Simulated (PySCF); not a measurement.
# Frontier orbitals and the lowest excitations

Compound: C3H8FPSi.
Structure used (GFN2-xTB), in Å, numbered top down from 1:
```
atom  x, y, z in Å
C1    -1.433   -1.387   -0.066
Si2    0.103   -0.297    0.160
P3     1.866   -1.281    1.133
C4     0.259    1.242   -0.944
C5    -0.192    1.558    0.488
F6    -1.475    2.038    0.585
H7    -1.650   -1.932    0.848
H8    -2.294   -0.775   -0.309
H9    -1.291   -2.112   -0.862
H10    2.766   -0.294    0.766
H11    2.169   -2.051    0.022
H12    1.215    1.657   -1.232
H13   -0.497    1.436   -1.693
H14    0.454    2.197    1.083
```

The calculation used TDDFT PBE0/def2-SVPD, vertical, gas phase, core orbitals frozen in the response in PySCF.

Frontier orbitals with the atoms that hold most of them (Löwdin shares over 4%, at most four atoms; ? is withheld):

```tsv
orbital	ε (eV)	atoms
LUMO+2	0.36	P3 36%, Si2 22%, H11 20%, C5 6%
LUMO+1	0.20	P3 40%, Si2 22%, C4 13%, H10 6%
LUMO	?	?
HOMO	-6.67	?
HOMO-1	-7.56	P3 40%, C4 15%, C5 12%, Si2 12%
HOMO-2	-8.53	P3 22%, C4 20%, Si2 14%, C1 10%
HOMO-3	-9.38	P3 33%, C1 21%, Si2 18%, H10 9%
```

(1) Give the leading atoms of the HOMO.

(2) Which atoms hold the LUMO, and with what shares?

(3) What is the LUMO energy, and the HOMO–LUMO gap?

Results:

(1) C5 (bonded to C, F, Si and H) 24%; Si2 (bonded to 3 C and P) 23%; C4 (bonded to C, Si and 2 H) 19%; F6 (bonded to C) 10%. By element: carbon 44% or more, silicon 23%, fluorine 10%.

(2) P3 (bonded to Si and 2 H) 24%; Si2 (bonded to 3 C and P) 21%; C1 (bonded to Si and 3 H) 14%; H10 (bonded to P) 11%.

(3) ε(LUMO) = 0.12 eV; the gap is 6.78 eV (0.2493 hartree).

How does S1 compare with the orbital gap of 6.78 eV?

S1 is at 5.61 eV (f = 0.0013), 1.17 eV below the gap, made of HOMO→LUMO (58%), HOMO→LUMO+1 (36%). Without the coupling terms of the response equations the lowest excitation would equal the gap.

Next come S2 at 5.79 eV (f 0.056), HOMO→LUMO+1 (51%), HOMO→LUMO (37%); S3 at 5.94 eV (f 0.016), HOMO→LUMO+2 (89%); S4 at 6.28 eV (f 0.0063), HOMO→LUMO+3 (55%), HOMO→LUMO+4 (29%); S5 at 6.37 eV (f 0.0065), HOMO-1→LUMO (53%), HOMO→LUMO+3 (18%), HOMO-1→LUMO+2 (17%).

On one thread of an Arm Neoverse V1, on a shared host, this took 23 s and 0.81 GiB of memory at its peak.

One conformer stands for the species.
